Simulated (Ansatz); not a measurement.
Two isomers of CH9NOSi2: A = `OC([SiH3])N[SiH3]`, B = `C[SiH2]N[SiH2]O`.

Gas-phase electronic energies from Ansatz, PBE0-D4/def2-TZVP geometries. CCSD(T)/CBS adds triple-zeta CCSD(T) − MP2 to the extrapolated MP2 energy (def2 sets, frozen cores). Functionals use def2-TZVPP. B3LYP here is the variant with VWN-RPA as its local correlation; programs differ in this. Each species was taken in one conformer, which may not be the lowest.

A:

Z-matrix (Å, degrees):
```
C
Si 1 1.905
N 1 1.439 2 111.9
O 1 1.414 2 106.8 3 -123.2
H 1 1.102 2 108.8 3 117.8
H 2 1.488 1 107.7 3 52.8
H 2 1.487 1 108.0 3 -64.9
H 2 1.485 1 112.4 3 174.2
Si 3 1.723 1 124.3 2 112.7
H 3 1.010 1 114.1 2 -50.4
H 4 0.964 1 107.4 2 171.8
H 9 1.491 3 114.7 1 -71.9
H 9 1.485 3 107.4 1 167.8
H 9 1.487 3 108.1 1 47.7
```

B:

```xyz
14

C     1.513    0.544   -1.883
Si    0.261    0.931   -0.556
N    -0.596   -0.482   -0.035
Si   -0.728   -1.092    1.566
O    -1.648   -0.172    2.575
H     2.253   -0.174   -1.523
H     1.029    0.119   -2.767
H     2.036    1.452   -2.195
H    -0.677    1.965   -1.081
H     0.924    1.468    0.661
H    -1.108   -0.994   -0.738
H    -1.298   -2.460    1.429
H     0.592   -1.105    2.234
H    -2.553    0.000    2.313
```

(1) Which is lower in electronic energy at CCSD(T)/CBS, and by how much? (An estimate is asked.)

(2) Give E(B) − E(A) in kcal/mol with ωB97M-V, PBE-D4, MP2/def2-TZVPP, PBE0-D4, HF/def2-TZVPP, B3LYP-D4, CCSD/def2-TZVPP. (An estimate is asked.)

Largest T1 diagnostic: 0.012.

Results:

(1) The calculation gave: B, by 79.6 kcal/mol.

(2) Computed: ωB97M-V -78.2, PBE-D4 -72.7, MP2/def2-TZVPP -81.5, PBE0-D4 -75.5, HF/def2-TZVPP -80.9, B3LYP-D4 -76.6, CCSD/def2-TZVPP -78.9. None reverses the order clearly.

From PBE to PBE0 (25 % exact exchange), in def2-TZVPP and without D4, E(B) − E(A) moves by −2.8 kcal/mol.
